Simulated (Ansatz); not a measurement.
```yaml
crystal:
  periodic: [false, false, false]
  atoms:
    - {symbol: W, position_ang: [-0.016628, 0.000072, -0.011606]}
    - {symbol: O, position_ang: [0.051518, -0.016046, 1.701813]}
    - {symbol: O, position_ang: [1.615539, 0.009480, -0.537610]}
    - {symbol: F, position_ang: [-0.829533, 1.594769, -0.561177]}
    - {symbol: F, position_ang: [-0.820906, -1.588275, -0.591421]}
basis:
  gaussian: {orbitals: def2-SVPD}
magnetization: {spin_polarized: true, initial_magnetization: 2}
hamiltonian: {xc: {name: PBEsol}, dispersion: d3bj}
scf: {lower_state_search: off}
output: {forces: true}
```

```sh
$ ansatz run in.yaml --threads 4 --pin off --events-out ev --progress --plain --max-ram 3916MiB
```

It prints (some lines left out):

```
Functional definition: PBEsol
1056 factors; their error is unknown
mean field evaluation 1: about -11297.8288 eV, gradient 5.6e1 eV
mean field evaluation 2: about -11168.0090 eV, gradient 1.9e2 eV
mean field evaluation 4: about -11305.3866 eV, gradient 2.9e1 eV
mean field evaluation 8: about -11308.6083 eV, gradient 6.7e-1 eV
mean field evaluation 16: about -11308.5529 eV, gradient 1.4e-3 eV
mean field -11308.55291283 eV, -415.5816543339 hartree, gradient 4.3e-6 eV, S^2 2.005581; 0 other end points of the search recorded, 0 dependent functions left out
reference -11308.55296308 eV, -415.5816561809 hartree; 25, 23 occupied and 102, 104 virtual orbitals, 1056 factors
Total energy: -11308.58927847 eV, -415.5829907465 hartree
Atom 0 at    -0.016628     0.000072    -0.011606 Å, force    -3.471719     0.013669    -2.424783 eV/Å
Atom 1 at     0.051518    -0.016046     1.701813 Å, force    -0.117866    -0.042201     4.403198 eV/Å
Atom 2 at     1.615539     0.009480    -0.537610 Å, force     4.093240     0.026552    -1.626705 eV/Å
Atom 3 at    -0.829533     1.594769    -0.561177 Å, force    -0.253790     0.731086    -0.168918 eV/Å
Atom 4 at    -0.820906    -1.588275    -0.591421 Å, force    -0.249865    -0.729106    -0.182791 eV/Å
Dipole moment:     0.006239    -0.000017     0.004357 e Å
Checks for a lower state left out: stability, starts, cluster_reference, orbital_swaps, neighbouring_geometries, increment
```

Run time 1.6 s (4 threads of Arm Neoverse V2 on a shared host).

In the def2 sets W takes a core potential; there is no spin–orbit coupling.
